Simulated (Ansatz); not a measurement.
The cluster As3⁻. Total charge -1; triplet. Geometry B3LYP-D4/def2-TZVPD; atoms count from 1.

Cartesian coordinates in Å:
```
As -0.3338 -0.5847 1.2184
As -0.3349 1.3279 -0.2498
As 0.6687 -0.7432 -0.9686
```

The structure comes from a short search, and lower isomers may exist.

(1) Estimate the Mulliken populations from the PBE0/def2-TZVPD orbitals of Ansatz.

(2) Where does the spin sit?

(3) And the Mayer bond orders between heavy atoms (over 0.3)?

Results:

(1) 
```json
{"atom": "As1", "charge (e)": "-0.33", "spin (α − β)": "0.67"}
{"atom": "As2", "charge (e)": "-0.33", "spin (α − β)": "0.67"}
{"atom": "As3", "charge (e)": "-0.33", "spin (α − β)": "0.67"}
```
Mulliken values depend strongly on the basis. With diffuse functions, as here, like atoms can get unlike values, and bond orders can come out too low or too high.

(2) Summed by element: As 2.00, of 2 unpaired in all. Largest on single atoms: As1 0.67, As2 0.67, As3 0.67.

(3) As1–As2 1.33 (2.41 Å); As1–As3 1.33 (2.41 Å); As2–As3 1.33 (2.41 Å).
